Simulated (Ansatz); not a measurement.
GeH3N (SMILES [NH2][GeH]) moved off its minimum; all values from Ansatz (a quantum-chemistry and plane-wave program), cores frozen in correlated methods.
(charge 0, multiplicity 1)
```xyz
5

Ge    -0.0313     0.1318     0.3442
H     -0.4176     1.3734    -0.8384
N      0.4903    -0.9021    -0.9850
H      0.3982    -0.7735    -1.9002
H      0.8098    -1.8674    -0.6307
```

| level | largest force (eV/Å) | on atom | rms difference from CCSD(T)/aug-cc-pVTZ (eV/Å) | dipole (D) |
|---|---|---|---|---|
| HF/def2-TZVPP | 7.03 | N3 | 0.388 | 1.73 |
| PBE/def2-TZVPP | 6.50 | N3 | 0.136 | 1.97 |
| r2SCAN/def2-TZVPP | 6.60 | N3 | 0.128 | 1.99 |
| B3LYP/def2-TZVPP | 6.55 | N3 | 0.040 | 1.88 |
| wB97M-V/def2-TZVPP | 6.64 | N3 | 0.145 | 1.84 |
| MP2/aug-cc-pVTZ | 6.64 | N3 | 0.069 | 1.79 |
| CCSD(T)/aug-cc-pVTZ | 6.58 | N3 | 0.000 | 1.78 |

The differences count from one level among others, with limits of its own. Forces at CCSD(T)/aug-cc-pVTZ (eV/Å):

| atom | Fx | Fy | Fz |
|---|---|---|---|
| Ge1 | -0.862 | 2.431 | 0.016 |
| H2 | 0.158 | -0.770 | 1.119 |
| N3 | 1.574 | -3.984 | 4.997 |
| H4 | -0.265 | 0.378 | -4.590 |
| H5 | -0.604 | 1.945 | -1.542 |
